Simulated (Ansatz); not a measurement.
Mulliken charges of `[SH][Sn][SH]` from r2SCAN/def2-TZVPP in Ansatz (PBE0-D4/def2-TZVP geometry).

```tsv
atom	x (Å)	y (Å)	z (Å)	charge (e)
S1	-1.794	-0.100	-0.510	-0.387
Sn2	-0.206	1.679	-0.003	0.556
S3	1.778	0.352	0.494	-0.387
H4	-0.968	-1.142	-0.323	0.109
H5	1.239	-0.862	0.300	0.109
```

Question: By hand: the dipole of these point charges (1 e Å = 4.8032 D).

Answer: Σ q r = (-0.079, 0.618, 0.002) e Å, of length 0.623 e Å = 2.99 D.

Question: How does the dipole of the full density compare? (Best estimate.)

Answer: Computed: (-0.015, 0.116, 0.000) e Å, 0.56 D; the point charges give 5.34 times that, at 0° from its direction.

Point charges leave out the atoms' own dipoles, such as those of lone pairs, and Mulliken's split depends on the basis, so the two needn't agree.
